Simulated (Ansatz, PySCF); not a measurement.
C2H8OTi, SMILES [TiH3][O]CC, multiplicity 1.

The structure is a stationary point at PBE-D3(BJ)/def2-SVP. The spin state was assumed, not searched. The structure was generated by enumeration; whether it is a known compound was not checked. Other conformers were not sampled.

Vertical ionisation energy (IE) and electron affinity (EA) in eV. Rows of orbital energies are one-electron estimates. Where ΔSCF, EOM or ADC give a negative EA the extra electron is unbound and the value depends on the basis.

| level | IE | EA |
|---|---|---|
| −ε(HOMO), −ε(LUMO), ωB97X/def2-TZVP (PySCF) | 10.73 | -0.08 |
| −ε(HOMO), −ε(LUMO), PBE/def2-TZVP (PySCF) | (withheld) | (withheld) |
| ΔSCF, CAM-B3LYP/def2-SVPD (Ansatz), final states of multiplicity 2 and 2 | 10.41 | 0.89 |
| ΔSCF, PBE/def2-SVPD (Ansatz), final states of multiplicity 2 and 2 | 9.72 | 0.39 |

Fill in the missing entries. (Estimate from the structure and the level; the computed values follow.)


- −ε(HOMO), −ε(LUMO), PBE/def2-TZVP (PySCF), IE: 6.64
- −ε(HOMO), −ε(LUMO), PBE/def2-TZVP (PySCF), EA: 3.22

What vertical singlet–triplet gap does ΔSCF give with CAM-B3LYP/def2-SVPD (Ansatz, an electronic-structure program) and with PBE/def2-SVPD (Ansatz)? (The exact figures need the calculation; the answer reports its results.)

3.06 and 3.12 eV (triplet above singlet where positive).
